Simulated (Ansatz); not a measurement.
An input meant for SnMeH3 (CH₆Sn) (charge 0, singlet; atoms displaced at random, 0.03 Å in each coordinate; with a point charge).

```yaml
crystal:
  periodic: [false, false, false]
  atoms:
    - {symbol: Sn, position_ang: [0.027782, -0.068250, -2.137504]}
    - {symbol: C, position_ang: [-0.054125, -0.017608, 2.591578]}
    - {symbol: H, position_ang: [-2.236789, 0.086539, 3.398395]}
    - {symbol: H, position_ang: [1.283631, 1.935997, 3.375540]}
    - {symbol: H, position_ang: [1.147249, -2.045824, 3.450229]}
    - {symbol: H, position_ang: [3.637218, -0.020074, -3.570739]}
    - {symbol: H, position_ang: [-1.814443, 3.169169, -3.570311]}
    - {symbol: H, position_ang: [-1.833720, -3.042323, -3.369887]}
basis:
  gaussian: {orbitals: def2-TZVP, fitting: {mean_field: cc-pVTZ-jkfit}, point_charges: [{charge: 2.00, position_ang: [5.260, 0.186, 0.312]}]}
hamiltonian: {xc: {name: BHLYP}, dispersion: d3bjatm}
```

```sh
$ ansatz run in.yaml --threads 2 --pin off --events-out ev --progress --plain --max-ram 32768MiB --backend cpu
```

It prints (some lines left out):

```
Functional definition: BHLYP
  name "BHLYP"
  cite "Becke, J. Chem. Phys. 98, 1372 (1993) doi:10.1063/1.464304"
  cite "Becke, Phys. Rev. A 38, 3098 (1988) doi:10.1103/PhysRevA.38.3098"
  cite "Lee, Yang & Parr, Phys. Rev. B 37, 785 (1988) doi:10.1103/PhysRevB.37.785"
  parameter a = 0.5
  exchange = (1 - a)*b88_x + a*exact_x
  correlation = lyp_c
Error: [file] the basis set cc-pVTZ-JKFIT has no functions for Sn
```

In the def2 sets Sn takes a core potential; there is no spin–orbit coupling.
